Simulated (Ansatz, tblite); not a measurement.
Isomers of Cs₃H₄ (doublet), found by a short tight-binding search and relaxed with r2SCAN-D4/def2-TZVP in Ansatz.

In the def2 sets Cs takes a core potential; there is no spin–orbit coupling. The xTB rows come from tblite. Correlated methods freeze no core orbitals; core or outer-core shells of Cs are correlated, in sets that lack core-valence functions.

Other spin states weren't relaxed.

A:

```
atom   x (Å)   y (Å)   z (Å)
 Cs1  -1.383  -0.079   1.241
 Cs2   4.265  -1.353   2.878
 Cs3  -2.380   1.021  -2.786
  H4   1.853  -0.390   0.407
  H5  -0.187   0.328  -1.258
  H6   1.375  -0.180  -0.160
  H7  -3.543   0.653  -0.321
```

B:

Cartesian coordinates in Å:
```
Cs -1.397 0.606 -2.316
Cs 0.841 -2.799 -0.591
Cs -1.268 -0.152 1.709
H 1.468 2.274 1.526
H 0.724 0.037 -0.522
H 1.400 1.764 0.978
H -1.768 -1.730 -0.785
```

Problem. Estimate which lies lowest at each level, and how far above it the others are (kJ/mol).

Solution. 
| level | A | B |
| --- | --- | --- |
| GFN1-xTB | 99.7 | 0.0 |
| GFN2-xTB | 0.0 | 5.9 |
| HF/def2-TZVPP | 10.5 | 0.0 |
| PBE-D4/def2-TZVP | 24.5 | 0.0 |
| revPBE-D4/def2-TZVP | 17.5 | 0.0 |
| r2SCAN-D4/def2-TZVP | 29.8 | 0.0 |
| PBE0-D4/def2-TZVP | 23.1 | 0.0 |
| B2PLYP/def2-TZVP | 14.8 | 0.0 |
| MP2/def2-TZVPP | 19.1 | 0.0 |
| CCSD/def2-TZVPP | 17.6 | 0.0 |
| CCSD(T)/def2-TZVPP | 18.6 | 0.0 |
Point groups (tolerance 0.1 Å): A Cs, B not assigned. Lower isomers may exist.
